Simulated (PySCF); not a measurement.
This script is equivalent to a calculation on F²⁺ (fluorine, charge +2).

```python
from pyscf import gto, scf, dft, mp, cc
import basis_set_exchange as bse
mol = gto.M(atom="F 0 0 0", charge=2, spin=3, symmetry="D2h",
            basis=gto.basis.parse(bse.get_basis("x2c-SVPall", elements=["F"], fmt="nwchem", header=False)),
            nucmod="G")
mf = scf.UHF(mol).sfx2c1e()
mf.irrep_nelec = {'Ag': (2, 2), 'B1u': (1, 0), 'B2u': (1, 0), 'B3u': (1, 0)}
mf.kernel()
```

What total energy does it give?

-97.55933 hartree (calculated).

Which occupied shell lies highest, and where?

2p α, at -63.943 eV.

What is ⟨S²⟩, and what would a pure spin state give?

3.754, against 3.75.
